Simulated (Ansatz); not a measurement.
```yaml
crystal:
  periodic: [false, false, false]
  atoms:
    - {symbol: C, position_ang: [-0.208172, -3.146486, 0.768284]}
    - {symbol: C, position_ang: [-1.425278, -2.374170, 1.545112]}
    - {symbol: O, position_ang: [-1.070806, -1.155439, 1.706884]}
    - {symbol: Zr, position_ang: [-0.230324, 0.795646, 1.525823]}
    - {symbol: F, position_ang: [-0.448866, 1.715549, 3.103504]}
    - {symbol: O, position_ang: [-1.326412, 1.837529, 0.199064]}
    - {symbol: C, position_ang: [-1.924231, 2.132208, -0.855825]}
    - {symbol: C, position_ang: [-1.490660, 1.325252, -2.181278]}
    - {symbol: O, position_ang: [1.377878, 0.674869, 0.932160]}
    - {symbol: C, position_ang: [2.582623, 0.649066, 0.339531]}
    - {symbol: C, position_ang: [2.731831, 0.856468, -1.087666]}
    - {symbol: H, position_ang: [-0.447806, -4.401723, 0.851777]}
    - {symbol: H, position_ang: [-0.110062, -2.882316, -0.020635]}
    - {symbol: H, position_ang: [0.772929, -2.925371, 1.421876]}
    - {symbol: H, position_ang: [-2.279549, -2.496886, 1.068237]}
    - {symbol: H, position_ang: [-1.406715, -2.886808, 2.601010]}
    - {symbol: H, position_ang: [-3.078481, 2.059979, -0.910230]}
    - {symbol: H, position_ang: [-1.872599, 3.387828, -0.988967]}
    - {symbol: H, position_ang: [-1.906806, 1.885021, -3.238735]}
    - {symbol: H, position_ang: [-1.627511, 0.469428, -2.050106]}
    - {symbol: H, position_ang: [-0.649516, 1.510275, -2.377798]}
    - {symbol: H, position_ang: [3.487747, 1.198151, 0.772188]}
    - {symbol: H, position_ang: [3.096199, -0.533010, 0.500920]}
    - {symbol: H, position_ang: [1.880262, 0.159979, -1.690253]}
    - {symbol: H, position_ang: [2.413975, 1.641363, -1.287266]}
    - {symbol: H, position_ang: [3.653788, 0.566646, -1.635649]}
basis:
  gaussian: {orbitals: STO-3G, final_grid: {core_spheres: 1, valence_spheres: 1, degree: 3}}
hamiltonian: {xc: {name: PBE}}
output: {forces: true}
```

```sh
$ ansatz run in.yaml --threads 11 --pin off --events-out ev --progress --plain --max-ram 174080MiB --backend cpu
```

It prints (some lines left out):

```
Functional definition: PBE
1274 factors; integrals over basis functions are off by at most 4.3e-5 eV
mean field evaluation 1: about -110459.7155 eV, gradient 2.5e1 eV
mean field evaluation 2: about -110453.1938 eV, gradient 5.6e1 eV
mean field evaluation 4: about -110461.4510 eV, gradient 4.4e0 eV
mean field evaluation 8: about -110383.5219 eV, gradient 8.7e1 eV
mean field evaluation 16: about -110396.7325 eV, gradient 6.9e-2 eV
mean field -110396.73255837 eV, -4057.0050919271 hartree, gradient 3.8e-5 eV, S^2 0.000000; 0 other end points of the search recorded, 0 dependent functions left out
reference -110396.73257431 eV, -4057.0050925129 hartree; 62, 62 occupied and 30, 30 virtual orbitals, 1274 factors
Total energy: -110396.73257431 eV, -4057.0050925129 hartree
Atom 0 at    -0.208172    -3.146486     0.768284 Å, force    -0.601046    -4.546954    31.810596 eV/Å
Atom 1 at    -1.425278    -2.374170     1.545112 Å, force     7.198077    -3.332530    -2.499177 eV/Å
Atom 2 at    -1.070806    -1.155439     1.706884 Å, force    -1.015879     7.223585    -0.131900 eV/Å
Atom 3 at    -0.230324     0.795646     1.525823 Å, force    -2.691042   -24.804402    14.741315 eV/Å
Atom 4 at    -0.448866     1.715549     3.103504 Å, force    -0.769432     4.581213     6.277320 eV/Å
Atom 5 at    -1.326412     1.837529     0.199064 Å, force   -12.160758    11.153627   -12.988784 eV/Å
Atom 6 at    -1.924231     2.132208    -0.855825 Å, force     1.747882     2.750544    -4.967604 eV/Å
Atom 7 at    -1.490660     1.325252    -2.181278 Å, force   -20.014284    18.827072     8.981896 eV/Å
Atom 8 at     1.377878     0.674869     0.932160 Å, force    18.112735     4.949243   -16.665686 eV/Å
Atom 9 at     2.582623     0.649066     0.339531 Å, force     6.748846    -4.302822    -3.401609 eV/Å
Atom 10 at     2.731831     0.856468    -1.087666 Å, force    -0.899504   -20.269874     5.994430 eV/Å
Atom 11 at    -0.447806    -4.401723     0.851777 Å, force     1.846440     7.706784     0.730461 eV/Å
Atom 12 at    -0.110062    -2.882316    -0.020635 Å, force     0.068971     2.868562   -21.116133 eV/Å
Atom 13 at     0.772929    -2.925371     1.421876 Å, force    -5.873000    -1.150538    -4.253485 eV/Å
Atom 14 at    -2.279549    -2.496886     1.068237 Å, force     0.200429     0.347568     0.797518 eV/Å
Atom 15 at    -1.406715    -2.886808     2.601010 Å, force    -1.520474    -1.657451    -5.376385 eV/Å
Atom 16 at    -3.078481     2.059979    -0.910230 Å, force     4.209157     1.387442     2.568621 eV/Å
Atom 17 at    -1.872599     3.387828    -0.988967 Å, force     1.549812    -7.169474    -1.467265 eV/Å
Atom 18 at    -1.906806     1.885021    -3.238735 Å, force     0.676226    -2.562416     4.410104 eV/Å
Atom 19 at    -1.627511     0.469428    -2.050106 Å, force    -4.912235   -22.564536    -3.306099 eV/Å
Atom 20 at    -0.649516     1.510275    -2.377798 Å, force    20.598981     8.367293    -4.207433 eV/Å
Atom 21 at     3.487747     1.198151     0.772188 Å, force    -6.117154    -1.692121     0.396441 eV/Å
Atom 22 at     3.096199    -0.533010     0.500920 Å, force    -2.943910     4.691875     0.142620 eV/Å
Atom 23 at     1.880262     0.159979    -1.690253 Å, force     5.090944     2.481621     2.512422 eV/Å
Atom 24 at     2.413975     1.641363    -1.287266 Å, force    -7.689936    14.903478    -2.945293 eV/Å
Atom 25 at     3.653788     0.566646    -1.635649 Å, force    -0.839846     1.813210     3.963109 eV/Å
Dipole moment:     0.328630    -0.161004    -0.226156 e Å
```

**Question.** What is wrong with this run?

**Answer.** The integration grid is far too coarse. Self-consistency was reached. The result belongs to that input, not to the molecule as meant.
